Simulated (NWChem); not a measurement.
# C2H4I cation

```xyz
7

C     -0.3426     2.4549     0.0000
C      0.5390     1.3154     0.0000
I     -0.0015    -0.5892     0.0000
H     -0.0602     3.0973     0.8641
H     -0.0602     3.0973    -0.8641
H     -1.4166     2.2366     0.0000
H      1.6274     1.4824     0.0000
```
Atoms are numbered in this order, from 1.

Level: PBE0/def2-SVP with def2 effective core potentials on I (NWChem), optimised geometry, unscaled harmonic frequencies. def2 effective core potentials on I; no spin-orbit coupling.

Q: List the harmonic frequencies with IR intensities, and the thermochemistry.

A: 
```csv
frequency (cm⁻¹),IR intensity (km/mol)
155,7.5
315,4.7
646,22.1
753,16.6
928,0.8
966,147.7
1200,15.4
1263,187.9
1307,47.1
1370,29.4
1456,38.0
2981,164.0
3028,43.4
3180,21.9
3214,29.8
```

```
Item                                                                               Result
-----------------------------------------------------------------------  ----------------
zero-point energy                                                           32.5 kcal/mol
thermal correction to the enthalpy at 298.15 K (with zero-point energy)     35.8 kcal/mol
heat capacity Cv                                                         12.8 cal/(mol K)
entropy at 298.15 K and 1 atm (symmetry number 1)                        70.1 cal/(mol K)
```

Rigid rotor and harmonic oscillator.
